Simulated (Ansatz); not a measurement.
A structure relaxed at r2SCAN-D4/def2-SVP in Ansatz, charge 1, singlet:

```xyz
5

Ga    0.406    1.554   -0.094
Ga   -1.555   -0.258   -0.313
Ga    1.140   -1.286    0.404
Sb    0.468   -0.252   -2.101
Sb   -0.459    0.242    2.104
```

(1) Give its formula and point group.

(2) Summarise the bond lengths by kind (pairs closer than 1.2 times the sum of covalent radii, bridged metal pairs left out).

Results:

(1) the cluster Ga₃Sb₂⁺. Point group C2v (tolerance 0.1 Å).

(2) 6 × Ga–Sb 2.70 to 2.79 Å.

In the def2 sets Sb takes a core potential; there is no spin–orbit coupling. The restricted singlet is unstable towards broken spin symmetry in Hartree–Fock (as tested in another run); at r2SCAN-D4/def2-SVP this wasn't settled. Another isomer (singlet) lies 0.53 eV lower at PBE0-D4/def2-TZVP; other spin states weren't run for this one.
